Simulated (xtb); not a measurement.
Conformational energy of SMILES CC(C)c1cccc(C(F)(F)F)c1. Scanned: dihedral C1–C2–C4–C5; all other coordinates were relaxed at GFN2-xTB.

Geometry of the scan point at 160° (Å):
```
24

C     -2.3389     0.6217     1.2809
C     -1.8857    -0.0764     0.0012
C     -2.1135     0.8430    -1.2052
C     -0.4369    -0.4989     0.0171
C     -0.0115    -1.4868    -0.8682
C      1.3127    -1.8770    -0.9301
C      2.2542    -1.2838    -0.1063
C      1.8392    -0.2983     0.7748
C      2.8181     0.3892     1.6814
F      4.0454    -0.1475     1.6535
F      2.9699     1.6927     1.3685
F      2.4245     0.3677     2.9694
C      0.5087     0.0981     0.8369
H     -3.4176     0.7594     1.2594
H     -1.8796     1.6024     1.3753
H     -2.0874     0.0272     2.1562
H     -2.4937    -0.9782    -0.1351
H     -3.1584     1.1389    -1.2599
H     -1.8457     0.3410    -2.1317
H     -1.5037     1.7391    -1.1127
H     -0.7362    -1.9626    -1.5134
H      1.6176    -2.6471    -1.6220
H      3.2904    -1.5810    -0.1442
H      0.2301     0.8713     1.5347
```

Level of theory: GFN1-xTB // GFN2-xTB in xtb.

Scanned values (°): -160, -140, -120, -100, -80, -60, -40, -20, 0, 20, 40, 60, 80, 100, 120, 140, 160, 180.

Problem. Describe the profile: where are the wells and the tops?

Solution. Lower than their neighbours: -60° (0.1 kcal/mol), 120° (0.0 kcal/mol). Higher than their neighbours: -160° (2.4 kcal/mol), 20° (2.3 kcal/mol). The whole profile spans 2.4 kcal/mol.
